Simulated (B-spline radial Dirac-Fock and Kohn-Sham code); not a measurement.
Total and shell-resolved photoionisation of Xe⁴⁺

System: xenon as Xe⁴⁺, configuration [Kr] 4d10 5s2 5p2.

Calculated with a radial atomic solver, using independent-particle photoionisation in a Dirac-Hartree-Slater potential with a Latter tail, all multipoles, thresholds from Dirac-Fock ΔSCF.

Computed thresholds (eV): K 34614.8, L1 5509.5, L2 5158.2, L3 4837.8, M1 1201.6, M2 1055.5, M3 993.4, M4 739.4, M5 726.7, N1 271.8, N2 218.1, N3 205.7, N4 117.2, N5 115.3, O1 66.44, O2 53.89, O3 52.06.

```csv
photon energy (eV),total (b),K (%),L (%),M (%),N (%),O (%)
150,578000,–,–,–,72.2,27.8
567,792200,–,–,–,96.6,3.4
600,728600,–,–,–,96.6,3.4
715,551200,–,–,–,96.6,3.4
1740,636300,–,–,85.0,14.3,0.6
2000,457500,–,–,84.7,14.6,0.7
4000,81800,–,–,83.4,15.6,1.0
5414.7,155700,–,75.9,20.0,3.8,0.3
8047.8,64770,–,79.7,16.7,3.3,0.3
8680,53070,–,79.8,16.6,3.3,0.3
9251.7,44820,–,79.8,16.6,3.3,0.3
28500,2042,–,80.0,16.2,3.4,0.4
70100,1060,85.2,11.8,2.4,0.5,0.1
155000,112.3,86.0,11.2,2.3,0.5,0.1
163000,97.23,86.0,11.2,2.3,0.5,0.1
```

Q: With what power of the photon energy does the total fall between 155000 and 163000 eV?

A: As E^-2.85. The non-relativistic Born limit for an s electron far above threshold is E^-3.5; near threshold and at relativistic energies the fall is slower.
